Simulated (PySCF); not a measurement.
Spinor energies of Mg (magnesium, neutral)

Start: [Ne] 3s2. Calculated with PySCF 2.14 in x2c-TZVPall-2c (5s5p3d, 35 functions): generalised Hartree-Fock with the X2C-1e Hamiltonian and a Gaussian nucleus; one run each with spin-orbit coupling (SO) switched off, then screened by Boettger's factors.

```
spinor shell  electrons  ε, spin-free (eV)  ε, screened SO (eV)  weight of nominal j (screened SO)  rms radius, screened SO (bohr)
       1s1/2          2            -1336.5              -1336.5                              1.000                           0.151
       2s1/2          2            -102.85              -102.85                              1.000                           0.754
       2p1/2          2            -62.043              -62.258                              1.000                           0.772
       3s1/2          2             -6.894               -6.894                              1.000                            3.52
```

Question: Where does 2p3/2 lie, and what is the 2p spin-orbit splitting (screened SO)?

Answer: At -61.936 eV, 0.322 eV above 2p1/2.

```json
{"quantity": "E (hartree)", "spin-free": "-199.91296", "screened SO": "-199.91303"}
{"quantity": "M_J", "spin-free": "0", "screened SO": "0"}
{"quantity": "⟨J²⟩", "spin-free": "0.000", "screened SO": "0.000"}
{"quantity": "⟨L²⟩", "spin-free": "0.000", "screened SO": "0.000"}
{"quantity": "⟨S²⟩", "spin-free": "0.000", "screened SO": "0.000"}
```

Without spin-orbit coupling the j labels of p, d and f shells carry no meaning; the spin-free column gives the mean over the occupied spinors of each nl shell.
